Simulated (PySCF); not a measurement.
SMILES [SiH3][SiH2][SiH3] (H₈Si₃), singlet (GFN2-xTB optimised geometry):

```
11

Si     2.041    -0.861     0.000
Si    -0.273    -0.861     0.000
Si    -1.302     1.213     0.000
H      2.585    -0.188    -1.184
H      2.645    -2.195     0.025
H      2.579    -0.147     1.163
H     -0.760    -1.643    -1.150
H     -0.755    -1.642     1.153
H     -0.522     2.195     0.761
H     -1.446     1.760    -1.352
H     -2.645     1.215     0.585
```

Computed with B3LYP/def2-TZVP in PySCF.

What are the frontier orbital energies and the dipole moment?

HOMO-2 -9.23 eV, HOMO-1 -8.64 eV, HOMO -8.15 eV, LUMO -0.64 eV, LUMO+1 -0.34 eV; dipole moment 0.14 D.

Meta-Löwdin charges at B3LYP/def2-TZVP: Si1 0.26, Si2 0.13, Si3 0.26, H4 -0.09, H5 -0.08, H6 -0.09, H7 -0.08, H8 -0.07, H9 -0.09, H10 -0.08, H11 -0.08.
